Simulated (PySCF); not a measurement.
**The 22-electron isoelectronic series, non-relativistic**

Calculated with PySCF 2.14 from differences of total energies of unrestricted determinants, without spin-orbit coupling. Each ion has its own even-tempered basis scaled to its charge (16s11p8d4f3g for the first); frozen: [Ne]. Ionisation energies in eV, correlation energies of the ion in mhartree.

```json
{"ion": "Ba³⁴⁺", "configuration": "[Ar] 3d4 (5D)", "UHF": "2251.4", "LDA": "2251.3", "PBE": "2250.4", "PBE0": "2251.2", "r2SCAN": "2250.4", "MP2 (outer shells)": "2251.8", "E_corr MP2": "-479.3", "NIST (with spin-orbit, Breit and QED)": "2256 ± 5 (t)"}
{"ion": "Ce³⁶⁺", "configuration": "[Ar] 3d4 (5D)", "UHF": "2494.1", "LDA": "2493.9", "PBE": "2492.9", "PBE0": "2493.7", "r2SCAN": "2492.9", "MP2 (outer shells)": "2494.4", "E_corr MP2": "-481.7", "NIST (with spin-orbit, Breit and QED)": "2500 ± 5 (t)"}
{"ion": "Sm⁴⁰⁺", "configuration": "[Ar] 3d4 (5D)", "UHF": "3015.8", "LDA": "3015.3", "PBE": "3014.4", "PBE0": "3015.2", "r2SCAN": "3014.3", "MP2 (outer shells)": "3016.0", "E_corr MP2": "-486.8", "NIST (with spin-orbit, Breit and QED)": "3028 ± 4 (t)"}
{"ion": "Gd⁴²⁺", "configuration": "[Ar] 3d4 (5D)", "UHF": "3294.9", "LDA": "3294.3", "PBE": "3293.3", "PBE0": "3294.2", "r2SCAN": "3293.3", "MP2 (outer shells)": "3295.1", "E_corr MP2": "-489.8", "NIST (with spin-orbit, Breit and QED)": "3312 ± 4 (t)"}
{"ion": "Dy⁴⁴⁺", "configuration": "[Ar] 3d4 (5D)", "UHF": "3586.1", "LDA": "3585.3", "PBE": "3584.3", "PBE0": "3585.2", "r2SCAN": "3584.3", "MP2 (outer shells)": "3586.2", "E_corr MP2": "-492.1", "NIST (with spin-orbit, Breit and QED)": "3607 ± 4 (t)"}
{"ion": "Er⁴⁶⁺", "configuration": "[Ar] 3d4 (5D)", "UHF": "3889.3", "LDA": "3888.4", "PBE": "3887.4", "PBE0": "3888.4", "r2SCAN": "3887.4", "MP2 (outer shells)": "3889.4", "E_corr MP2": "-494.3", "NIST (with spin-orbit, Breit and QED)": "3916 ± 4 (t)"}
{"ion": "Yb⁴⁸⁺", "configuration": "[Ar] 3d4 (5D)", "UHF": "4204.7", "LDA": "4203.7", "PBE": "4202.7", "PBE0": "4203.7", "r2SCAN": "4202.7", "MP2 (outer shells)": "4204.8", "E_corr MP2": "-496.8", "NIST (with spin-orbit, Breit and QED)": "4238 ± 4 (t)"}
{"ion": "Hf⁵⁰⁺", "configuration": "[Ar] 3d4 (5D)", "UHF": "4532.2", "LDA": "4531.0", "PBE": "4530.0", "PBE0": "4531.0", "r2SCAN": "4530.0", "MP2 (outer shells)": "4532.2", "E_corr MP2": "-499.7", "NIST (with spin-orbit, Breit and QED)": "4573 ± 4 (t)"}
{"ion": "W⁵²⁺", "configuration": "[Ar] 3d4 (5D)", "UHF": "4872.0", "LDA": "4870.7", "PBE": "4869.6", "PBE0": "4870.7", "r2SCAN": "4869.7", "MP2 (outer shells)": "4871.9", "E_corr MP2": "-502.7", "NIST (with spin-orbit, Breit and QED)": "4927 ± 4 (s)"}
```

Question: Interpolate the row of Nd³⁸⁺.

Answer: configuration [Ar] 3d4 (5D); UHF 2748.9; LDA 2748.5; PBE 2747.6; PBE0 2748.4; r2SCAN 2747.6; MP2 (outer shells) 2749.2; E_corr MP2 -483.4; NIST (with spin-orbit, Breit and QED) 2758 ± 4 (t).

Each ion has its own basis, which adds noise of up to about 0.1 % along the series.

NIST values marked (s) are semi-empirical, (t) theoretical. Open shells are high-spin determinants of the terms that Hund's rules give; for the heavier ions, far from LS coupling, these are not the ground levels.

All relativistic terms are absent from the calculated values; where these lie close to NIST, scalar and spin-orbit shifts of opposite sign can cancel.
